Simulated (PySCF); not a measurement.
From one molecule to another.

First species: C4H11N2PSi.
SMILES: `CN(C)P1(=N[SiH3])C=C1`

Second species: SiEt(SiH3)3, C2H14Si4.
SMILES: `[SiH3][Si](CC)([SiH3])[SiH3]`

Levels: B3LYP/def2-SVPD for HOMO energy, LUMO energy, HOMO–LUMO gap and static isotropic polarisability; TDDFT B3LYP/def2-SVPD for lowest singlet excitation; TDA B3LYP/def2-SVPD for lowest triplet excitation (Tamm–Dancoff). Geometries: PBE0-D3(BJ)/def2-SVP. Each species is one conformer at its optimised geometry, gas phase, non-relativistic unless stated; the electronic structure was computed with PySCF and density fitting.

The conformers computed, where there is a choice (atom-mapped SMILES and torsion angles):
- `[CH3:1][N:2]([CH3:3])[P:4]1(=[N:5][SiH3:6])[CH:7]=[CH:8]1`: C1–N2–P4–N5 1°

Values for the first species:

```
HOMO energy                              : -6.44 eV
LUMO energy                              : -1.22 eV
HOMO–LUMO gap                            : 5.22 eV
Lowest singlet excitation                : 4.12 eV
Lowest triplet excitation (Tamm–Dancoff) : 3.67 eV
Static isotropic polarisability          : 113.7 au
```

(1) Estimate the same properties for the second species, and the change in each.

## Answers

(1) 
| property | first | second | second less first |
| --- | --- | --- | --- |
| HOMO energy | -6.44 eV | -7.54 eV | -1.10 eV |
| LUMO energy | -1.22 eV | -0.47 eV | +0.75 eV |
| HOMO–LUMO gap | 5.22 eV | 7.07 eV | +1.85 eV |
| lowest singlet excitation | 4.12 eV | 6.17 eV | +2.05 eV |
| lowest triplet excitation (Tamm–Dancoff) | 3.67 eV | 5.59 eV | +1.92 eV |
| static isotropic polarisability | 113.7 au | 149.3 au | +35.6 au |

On the first: The principal polarisabilities are 92.5, 118.7 and 129.9 au; their mean is the isotropic value. In wavenumbers S1 is 33200 cm⁻¹ (1 eV = 8065.54 cm⁻¹).

On the second: S1 lies 0.90 eV below the HOMO–LUMO gap. The 10 singlets span 6.17 to 6.91 eV, and their oscillator strengths add up to 0.38.
